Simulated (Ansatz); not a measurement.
`C=CN[SiH2]C` and `C[SiH2]NCO` differ in one atom or group.

Ansatz, PBE0-D4/def2-TZVP geometries, multiplicity 1. Each molecule was computed in one conformer, which needn't be the lowest.

| property | `C=CN[SiH2]C` |
| --- | --- |
| size of the dipole moment (B3LYP/def2-TZVPP) / D | 1.58 |
| HOMO energy (ωB97M-V/def2-TZVPP) / eV | -8.20 |
| LUMO energy (PBE/def2-TZVPP) / eV | -0.19 |
| HOMO energy (PBE0/def2-TZVPP) / eV | -6.00 |
| HOMO energy (B3LYP/def2-TZVPP) / eV | -5.80 |
| HOMO–LUMO gap (PBE/def2-TZVPP) / eV | 4.71 |

(1) Give the same properties after the change, and the shifts. (Estimate.)

Results:

(1) Ansatz gave: 
```json
{"property": "size of the dipole moment (B3LYP/def2-TZVPP) / D", "`C[SiH2]NCO`": "1.36", "shift": "-0.22"}
{"property": "HOMO energy (ωB97M-V/def2-TZVPP) / eV", "`C[SiH2]NCO`": "-9.40", "shift": "-1.20"}
{"property": "LUMO energy (PBE/def2-TZVPP) / eV", "`C[SiH2]NCO`": "-0.11", "shift": "0.08"}
{"property": "HOMO energy (PBE0/def2-TZVPP) / eV", "`C[SiH2]NCO`": "-7.06", "shift": "-1.06"}
{"property": "HOMO energy (B3LYP/def2-TZVPP) / eV", "`C[SiH2]NCO`": "-6.85", "shift": "-1.05"}
{"property": "HOMO–LUMO gap (PBE/def2-TZVPP) / eV", "`C[SiH2]NCO`": "5.57", "shift": "0.86"}
```

Dipoles are sizes alone; their direction can turn.

B3LYP here is the variant with VWN-RPA as its local correlation; programs differ in this.
